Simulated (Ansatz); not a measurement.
One change: `O[Si]1(Br)CC1` becomes `Cl[Si]1(Br)CC1`.

Ansatz, PBE0-D4/def2-TZVP geometries, multiplicity 1. Each molecule was computed in one conformer, which needn't be the lowest.

Scalar relativity is left out up to krypton.

```
                                      property  `O[Si]1(Br)CC1`
size of the dipole moment (PBE/def2-TZVPP) / D             1.09
       HOMO–LUMO gap (ωB97M-V/def2-TZVPP) / eV            10.93
           HOMO energy (B3LYP/def2-TZVPP) / eV            -6.81
         LUMO energy (ωB97M-V/def2-TZVPP) / eV             1.73
             LUMO energy (PBE/def2-TZVPP) / eV            -0.91
           LUMO energy (B3LYP/def2-TZVPP) / eV            -0.28
```

Problem. What does the change do to each property? (Estimate.)

Solution. Ansatz gave: 
```csv
property,`Cl[Si]1(Br)CC1`,shift
size of the dipole moment (PBE/def2-TZVPP) / D,1.35,0.26
HOMO–LUMO gap (ωB97M-V/def2-TZVPP) / eV,10.84,-0.09
HOMO energy (B3LYP/def2-TZVPP) / eV,-7.04,-0.23
LUMO energy (ωB97M-V/def2-TZVPP) / eV,1.44,-0.29
LUMO energy (PBE/def2-TZVPP) / eV,-1.46,-0.55
LUMO energy (B3LYP/def2-TZVPP) / eV,-0.76,-0.48
```

With PBE0 the HOMO falls by 0.24 eV and the LUMO falls by 0.53 eV, so the gap narrows by about 0.29 eV. PBE moves the HOMO by -0.26 eV and ωB97M-V by -0.20 eV. Dipoles are sizes alone; their direction can turn.

B3LYP here is the variant with VWN-RPA as its local correlation; programs differ in this.

Spin–orbit coupling is left out; it splits and shifts lone-pair levels of the heavy atoms by tenths of an eV.
